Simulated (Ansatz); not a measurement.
GeOBr2, SMILES [O]=[Ge]([Br])[Br].

Coordinates come from a B3LYP-D3(BJ)/def2-SVP optimisation.

Two levels are set side by side: PBE/def2-TZVPD (Ansatz, a program for electronic structure) and PBE0/def2-TZVPD (Ansatz). Energy differences of separate SCF runs at the same geometry; the states with an electron removed or added have multiplicity 2 and 2. Differences are taken from unrounded values.

```csv
quantity,PBE
vertical ionisation energy (eV),10.26
vertical electron affinity (eV),1.53
vertical singlet–triplet gap (eV),3.19
```

Q: These are the PBE values. What does PBE0 give? (The exact figures need the calculation; the answer reports its results.)

A: 
| quantity | PBE0 | PBE minus PBE0 |
|---|---|---|
| vertical ionisation energy (eV) | 10.40 | -0.14 |
| vertical electron affinity (eV) | 1.53 | 0.00 |
| vertical singlet–triplet gap (eV) | 3.23 | -0.04 |

Here PBE gives about what the other level gives.
